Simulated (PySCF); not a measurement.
Delta-SCF ions had no search for a lower state. Excitations are Tamm–Dancoff values on a coarser integration grid. The basis has no diffuse functions, so Rydberg states are missing or too high.

**C₃H₄Se, SMILES `C=C=C[SeH]` (C–C–Se–H torsion 0°) (charge 0, multiplicity 1)**

Level of theory: ωB97X-D3(BJ)/def2-TZVP // PBE0-D3(BJ)/def2-TZVP run with PySCF 2.14.0.

```
Property                                                              Result
-------------------------------------------  -------------------------------
HOMO                                                                -8.59 eV
dipole moment                                                         0.95 D
LUMO                                                                 1.55 eV
HOMO–LUMO gap                                                       10.14 eV
S1 excitation (TDA)                                                  4.52 eV
S1 oscillator strength                                                 0.000
brightest of the four lowest singlets (TDA)                          6.44 eV
T1 excitation (TDA)                                                  4.08 eV
S1–T1 gap (TDA)                                                      0.44 eV
vertical ionisation energy (Delta-SCF)                               8.52 eV
total energy                                                   -2518.2307 Ha
cost                                         around 2.5 core-minutes (rough)
```

```xyz
8

C      1.5664     0.1362     0.1240
C      0.3530    -0.2756    -0.1009
C     -0.8618    -0.6718    -0.3192
Se    -2.4430     0.3325     0.0365
H      2.0574    -0.0475     1.0751
H      2.1301     0.6720    -0.6341
H     -1.0739    -1.6491    -0.7395
H     -1.7283     1.5032     0.5581
```
